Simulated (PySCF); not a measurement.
**Calculated properties of `FCC(C#C)C#C`**

Species: C₆H₅F.
Cartesian coordinates in Å at the GFN2-xTB level; atoms count from 1:
```xyz
12
C6H5F angstrom
C      0.050    2.467    0.537
C     -0.033    1.352    0.115
C     -0.134   -0.021   -0.361
C      1.142   -0.695   -0.168
C      2.195   -1.235    0.009
C     -1.241   -0.784    0.384
F     -2.476   -0.315    0.019
H      0.120    3.452    0.890
H     -0.377   -0.010   -1.433
H      3.120   -1.709    0.150
H     -1.215   -1.850    0.129
H     -1.150   -0.653    1.468
```

Some functional groups and rings: alkyne and C–F bond.

GFN2-xTB geometry:

```
Point group of the GFN2-xTB geometry                  : C1
Rotational constants A, B, C of the GFN2-xTB geometry : 3.262, 2.204, 1.385 GHz
```

From PBE0/def2-SVPD ground state and vertical TDDFT (core frozen in the response) (PySCF):

```
Dipole moment                                                     : 1.49 D
HOMO energy                                                       : -8.07 eV
LUMO energy                                                       : 0.35 eV
HOMO–LUMO gap                                                     : 8.42 eV
Lowest singlet excitation                                         : 6.60 eV (188 nm, f = 0.002)
Strongest line among the 8 lowest singlet transitions             : S7 at 7.66 eV (162 nm, f = 0.061)
Lowest triplet excitation (Tamm–Dancoff)                          : 5.36 eV
Static isotropic polarisability                                   : 67.0 au
Electronic spatial extent ⟨r²⟩ about the centre of nuclear charge : 812 bohr²
```

Monoisotopic mass from the formula: 96.0375 u.

The rotational constants make it an asymmetric top with κ = (2B − A − C)/(A − C) = -0.13, nearer the prolate limit (−1). The vertical singlet–triplet gap S1 − T1 is 1.24 eV (TDDFT singlet less Tamm–Dancoff triplet). No computed singlet falls in the visible range (750 to 380 nm, 1.65 to 3.26 eV); S1 lies 3.34 eV above its blue end. The 8 singlets span 6.60 to 7.69 eV, and their oscillator strengths add up to 0.11. The principal polarisabilities are 50.3, 67.2 and 83.4 au; their mean is the isotropic value. S1 lies 1.82 eV below the HOMO–LUMO gap.

Isolated species at its GFN2-xTB geometry (one conformer only).

For the TDDFT job (PBE0/def2-SVPD), the run took 47 s wall on one thread, Arm Neoverse N1 (aarch64), no GPU, shared host with 64 logical CPUs at a one-minute load of 62, and the process peaked at 0.67 GiB of memory.
